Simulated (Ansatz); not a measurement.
H$_{6}$B$_{3}$N$_{3}$, charge +1, quartet, geometry from GFN2-xTB of the parent state (a state made from the parent by changing its charge; the spin is typed, not shown lowest); HF/cc-pVDZ run with Ansatz (an electronic-structure program).

Here is a job for Ansatz.
Ansatz 0.2 input:
```yaml
crystal:
  periodic: [false, false, false]
  atoms:
    - {symbol: B, position_ang: [0.98195810, -1.04565899, -0.10821618]}
    - {symbol: N, position_ang: [1.34631802, 0.28139776, 0.22944157]}
    - {symbol: B, position_ang: [0.40694623, 1.33595783, 0.34491537]}
    - {symbol: N, position_ang: [-0.95184950, 1.01359720, 0.10489807]}
    - {symbol: B, position_ang: [-1.38890433, -0.29029885, -0.23669919]}
    - {symbol: N, position_ang: [-0.39446852, -1.29499495, -0.33433964]}
    - {symbol: H, position_ang: [1.78417932, -1.89992132, -0.19662454]}
    - {symbol: H, position_ang: [2.31992835, 0.48489482, 0.39536573]}
    - {symbol: H, position_ang: [0.73940532, 2.42738292, 0.62669769]}
    - {symbol: H, position_ang: [-1.64019392, 1.74659541, 0.18075671]}
    - {symbol: H, position_ang: [-2.52358463, -0.52746160, -0.43007314]}
    - {symbol: H, position_ang: [-0.67973443, -2.23149023, -0.57612244]}
basis:
  gaussian:
    orbitals: cc-pVDZ
hamiltonian:
  xc: hf
total_charge: 1
magnetization: {spin_polarized: true, initial_magnetization: 3}
```

Q: What does Ansatz print? Leave out banner, timings and long lists.

A: 
```
Functional definition: HF
1059 factors; integrals over basis functions are off by at most 1.4e-3 eV
mean field evaluation 1: about -6533.1650 eV, gradient 4.2e1 eV
mean field evaluation 2: about -6533.4840 eV, gradient 4.2e1 eV
mean field evaluation 4: about -6541.9409 eV, gradient 4.6e0 eV
mean field evaluation 8: about -6542.7301 eV, gradient 1.1e0 eV
mean field evaluation 16: about -6542.8335 eV, gradient 3.0e-5 eV
mean field evaluation 32: about -6542.8335 eV, gradient 4.1e-5 eV
mean field evaluation 64: about -6547.3891 eV, gradient 5.3e0 eV
mean field evaluation 96: about -6536.5681 eV, gradient 3.6e1 eV
mean field evaluation 128: about -6544.1716 eV, gradient 4.7e-1 eV
mean field evaluation 160: about -6544.3910 eV, gradient 2.1e0 eV
mean field evaluation 192: about -6542.0609 eV, gradient 1.0e1 eV
mean field evaluation 224: about -6547.7803 eV, gradient 1.9e-1 eV
mean field evaluation 256: about -6542.9285 eV, gradient 4.6e0 eV
mean field -6547.78080831 eV, -240.6265064600 hartree, gradient 2.3e-5 eV, S^2 3.790416; 7 other end points of the search recorded, 0 dependent functions left out
reference -6547.78080831 eV, -240.6265064600 hartree; 22, 19 occupied and 92, 95 virtual orbitals, 1059 factors
Total energy: -6547.78080831 eV, -240.6265064600 hartree
```
